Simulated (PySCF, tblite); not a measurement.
Isomers of C2H6F2OSi3, one GFN2-xTB conformer each. Single-point energies are computed at PBE0/pcSseg-1 (PySCF, gas phase, no added dispersion term), electronic only.

Question: Rank them by PBE0/pcSseg-1 energy, lowest first (kcal/mol).
A. `[CH2:1]=[C:2]([F:3])[Si:4]1([F:5])[SiH2:6][O:7][SiH2:8]1` with C1–C2–Si4–F5 0°
B. `[O:1]=[CH:2][C@:3]1([F:4])[SiH2:5][Si@H:6]([F:7])[SiH2:8]1` with O1–C2–C3–F4 180°

Answer: A (0.0), B (42.8).

As drawn, the lower has an Si–O bond and a C=C bond outside aromatic rings, which the higher lacks; the higher has a C=O bond, which the lower lacks. GFN2-xTB itself gives, in the same order: 0.0, 51.8. Both levels put the same isomer lowest.

Which frontier levels, dipoles and rotational constants go with these structures?

```json
{"SMILES": "C=C(F)[Si]1(F)[SiH2]O[SiH2]1", "HOMO (eV, PBE0/pcSseg-1)": "-7.57", "LUMO (eV)": "-1.45", "dipole (D)": "1.15", "A, B, C (MHz)": "1752, 803.4, 772.1"}
{"SMILES": "O=C[C@]1(F)[SiH2][Si@H](F)[SiH2]1", "HOMO (eV, PBE0/pcSseg-1)": "-7.56", "LUMO (eV)": "-2.07", "dipole (D)": "2.39", "A, B, C (MHz)": "1659, 862.7, 844.6"}
```

What happens when harmonic zero-point energies from GFN2-xTB frequencies are added?

```json
{"SMILES": "C=C(F)[Si]1(F)[SiH2]O[SiH2]1", "ZPE (kcal/mol)": "46.2", "electronic (kcal/mol)": "0.0", "with ZPE (kcal/mol)": "0.0"}
{"SMILES": "O=C[C@]1(F)[SiH2][Si@H](F)[SiH2]1", "ZPE (kcal/mol)": "43.7", "electronic (kcal/mol)": "42.8", "with ZPE (kcal/mol)": "40.3"}
```

The zero-point energies span 2.5 kcal/mol. The order is unchanged.
